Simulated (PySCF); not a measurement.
F3In, charge -1, multiplicity 2. Atoms are numbered in the order given.

```xyz
4

In     0.0000     0.0000    -0.2713
F      1.6619    -0.9595     0.4924
F      0.0000     1.9190     0.4924
F     -1.6619    -0.9595     0.4924
```
Charge -1, spin multiplicity 2.

Coordinates come from a B3LYP-D3(BJ)/def2-SVPD optimisation. The def2 effective core potentials stand for the cores of In; spin–orbit coupling is left out.

Calculation: CAM-B3LYP/def2-TZVPD run with PySCF.

Mulliken values depend strongly on the basis, most of all with diffuse functions as here. ESP charges are fitted to the potential on shells at 1.4 to 2.0 van der Waals radii. Atomic charges (e):

```tsv
atom	ESP fit	Mulliken	Mulliken spin
In1	(withheld)	1.02	0.89
F2	(withheld)	-0.67	0.04
F3	(withheld)	-0.67	0.04
F4	(withheld)	-0.67	0.04
```

Task: What belongs in the gaps? (Estimate from the structure and the level; the computed values follow.)

Result: 
- In1, ESP fit: 0.31
- F2, ESP fit: -0.44
- F3, ESP fit: -0.44
- F4, ESP fit: -0.44
